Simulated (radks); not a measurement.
All-electron atom: F+ in [He] 2s2 2p4. All-electron calculation, Dirac Kohn-Sham, PBE, spin-unpolarised, spherical densities, point nucleus; open shells are shared between the two j in proportion to 2j + 1; speed of light set to 1370.36 atomic units (10 times the physical value, a model run). Program: a radial shooting solver on a logarithmic mesh with Libxc functionals.

Normalised radial functions P(r) = r R(r) (large component), r in bohr:

r         1s1/2    2s1/2   2p3/2
0.01143  0.5339   0.1307  0.0029
0.01269  0.5857   0.1433  0.0035
0.01408  0.6419   0.1570  0.0043
0.01562  0.7024   0.1717  0.0053
0.01733  0.7674   0.1875  0.0064
0.01923  0.8371   0.2045  0.0078
0.02134  0.9114   0.2224  0.0096
0.02368  0.9903   0.2415  0.0117
0.02628  1.0735   0.2615  0.0142
0.02892  1.1540   0.2807  0.0170
0.03209  1.2446   0.3022  0.0206
0.03561  1.3381   0.3242  0.0250
0.03951  1.4339   0.3465  0.0303
0.04384  1.5306   0.3686  0.0366
0.04865  1.6271   0.3901  0.0441
0.05398  1.7217   0.4105  0.0531
0.0599   1.8126   0.4291  0.0637
0.06646  1.8975   0.4452  0.0763
0.07375  1.9740   0.4579  0.0911
0.08183  2.0395   0.4661  0.1084
0.09007  2.0878   0.4688  0.1269
0.09995  2.1242   0.4653  0.1500
0.1109   2.1416   0.4538  0.1766
0.1231   2.1373   0.4331  0.2070
0.1365   2.1093   0.4020  0.2415
0.1515   2.0561   0.3593  0.2802
0.1681   1.9772   0.3040  0.3233
0.1865   1.8730   0.2355  0.3707
0.207    1.7452   0.1537  0.4223
0.2297   1.5968   0.0589  0.4776
0.2528   1.4451  -0.0394  0.5314
0.2805   1.2697  -0.1558  0.5917
0.3113   1.0890  -0.2802  0.6531
0.3454   0.9094  -0.4092  0.7141
0.3832   0.7377  -0.5387  0.7730
0.4252   0.5796  -0.6642  0.8279
0.4718   0.4396  -0.7804  0.8765
0.5236   0.3207  -0.8817  0.9163
0.5809   0.2241  -0.9630  0.9449
0.6446   0.1494  -1.0198  0.9603
0.7153   0.0945  -1.0490  0.9608
0.7873   0.0588  -1.0498  0.9474
0.8736   0.0331  -1.0229  0.9176
0.9694   0.0174  -0.9689  0.8728
1.076    0.0085  -0.8917  0.8144
1.193    0.0038  -0.7966  0.7446
1.324    0.0015  -0.6899  0.6662
1.469    0.0006  -0.5782  0.5823
1.63     0.0002  -0.4681  0.4966
1.809    0.0001  -0.3652  0.4124
2.007    0.0000  -0.2739  0.3328
2.21     0.0000  -0.2021  0.2656
2.452    0.0000  -0.1391  0.2012
2.721    0.0000  -0.0908  0.1466
3.019    0.0000  -0.0560  0.1023
3.35     0.0000  -0.0324  0.0679
3.717    0.0000  -0.0175  0.0427

1s1/2: eigenvalue -683.40 eV, 0 radial nodes, <r> = 0.177 bohr, 90 % of the charge inside 0.316 bohr. 2s1/2: eigenvalue -47.301 eV, 1 radial node at r = 0.244 bohr, <r> = 0.963 bohr, 90 % of the charge inside 1.53 bohr. 2p3/2: eigenvalue -28.318 eV, 0 radial nodes, <r> = 0.983 bohr, 90 % of the charge inside 1.68 bohr.
